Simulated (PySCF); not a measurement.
C2H4Cl2Si, SMILES Cl[SiH2]/C=C\Cl. Heavy atoms are numbered as in [Cl:1]/[CH:2]=[CH:3]\[SiH2:4][Cl:5]. Hydrogens are named by the atom that carries them.

The structure is a stationary point at PBE0-D3(BJ)/def2-SVP. The structure was generated by enumeration; whether it is a known compound was not checked. Other conformers were not sampled.

Level of theory: PBE0/pcSseg-1 in PySCF.

GIAO shieldings, no solvent; atoms alike by connectivity are averaged. δ = σ(ref) − σ: ³⁵Cl against HCl (σ = 945.9 ppm); ¹³C against TMS (σ = 186.3 ppm); ²⁹Si against TMS (σ = 352.7 ppm); ¹H against TMS (σ = 31.56 ppm), references at their B3LYP-D3(BJ)/def2-TZVP geometries, non-relativistic (without spin–orbit terms, shifts of atoms bonded to Cl or Br come out too high).

| nucleus | atoms | count | δ (ppm) |
|---|---|---|---|
| ³⁵Cl | Cl1 | 1 | 261.7 |
| ³⁵Cl | Cl5 | 1 | -61.3 |
| ¹³C | C2 (CH) | 1 | 152.6 |
| ¹³C | C3 (CH) | 1 | 135.7 |
| ²⁹Si | Si4 (SiH2) | 1 | -20.8 |
| ¹H | H on C2 | 1 | 7.03 |
| ¹H | H on C3 | 1 | 6.27 |
| ¹H | H on Si4 | 2 | 5.77 |
